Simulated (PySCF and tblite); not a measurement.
Values are calculated unless marked as measured or tabulated.
System: C₄H₁₀BOSi₂ (charge -1), numbered as in [CH3:1][B:2]([CH3:3])[C:4]#[C:5][SiH-:6][O:7][SiH3:8].

For the pyramidal inversion at Si6: electronic barrier 17.10 kcal/mol, zero-point change 0.07 kcal/mol, thermal and entropy terms at 250 K a further 0.38 kcal/mol (symmetry numbers apart). The minimum is C1, the saddle Cs. Level: BP86/pcSseg-1 + D3(BJ) on GFN2-xTB stationary points, with GFN2-xTB thermal terms. Rate constants are transition-state-theory values, counting equivalent paths, without tunnelling. (PySCF 2.14 with density fitting, tblite 0.8.)

Question: How many equivalent paths lead out of the minimum?

Answer: 1: the symmetry number of the minimum is 1, that of the saddle displaced along its mode 1.

Question: Work out the rate at 250 K.

Answer: ΔG‡ = 17.55 kcal/mol; k_B T/h = 5.2×10¹² s⁻¹; exp(−ΔG‡/RT) = 4.6×10⁻¹⁶; times 1 gives k = 0.0024 s⁻¹. Wigner's tunnelling factor for the 439i cm⁻¹ mode would be 1.27.

The ion is treated without a counter-ion.
